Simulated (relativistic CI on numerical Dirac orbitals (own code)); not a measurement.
**Slater and spin-orbit integrals, Lu22+**

These numbers are calculated, not measured: Dirac-Coulomb-Breit CI, orbitals from a KLI potential per configuration, QED by a radiative potential, unscaled Slater integrals (own radial code, finite nucleus).

Slater integrals F^k, G^k are unscaled and averaged over j, outside the closed core [Ar] 3d10 4s2; ζ comes from projecting the Hamiltonian with its Breit term on Σ l·s of the shell.

- 4p6.4d10.4f3: F^2(4f,4f) = 209240, F^4(4f,4f) = 135670, F^6(4f,4f) = 98980, ζ(4f) = 5593.5 cm⁻¹; <r>(4f) = 0.4948, <r^2>(4f) = 0.2827 (bohr units).
- 4p6.4d10.4f2.5s: F^2(4f,4f) = 211880, F^4(4f,4f) = 137490, F^6(4f,4f) = 100330, ζ(4f) = 5769.1, G^3(4f,5s) = 31732 cm⁻¹; <r>(4f) = 0.4896, <r^2>(4f) = 0.2766, <r>(5s) = 0.8729, <r^2>(5s) = 0.8484 (bohr units).
- 4p6.4d10.4f.5s2: ζ(4f) = 5947.3 cm⁻¹; <r>(4f) = 0.4839, <r^2>(4f) = 0.2699 (bohr units).

Averages of the first 10 configurations, taken without configuration mixing, which lowers the lowest level and can move excited configurations by several eV; other configurations of the list can lie among them:

```tsv
Configuration	Parity	States	Average energy above the lowest level (eV)
4p6.4d10.4f3	odd	364	10.3
4p6.4d10.4f2.5s	even	182	82.4
4p6.4d10.4f.5s2	odd	14	163.5
4p6.4d9.4f4	even	10010	205.9
4p6.4d10.4f2.5p	odd	546	133.1
4p6.4d10.4f.5s.5p	even	168	211.6
4p6.4d10.4f.5p2	odd	210	264.8
4p6.4d10.4f2.5d	even	910	202.8
4p6.4d10.4f.5s.5d	odd	280	283.6
4p5.4d10.4f4	odd	6006	395.8
```
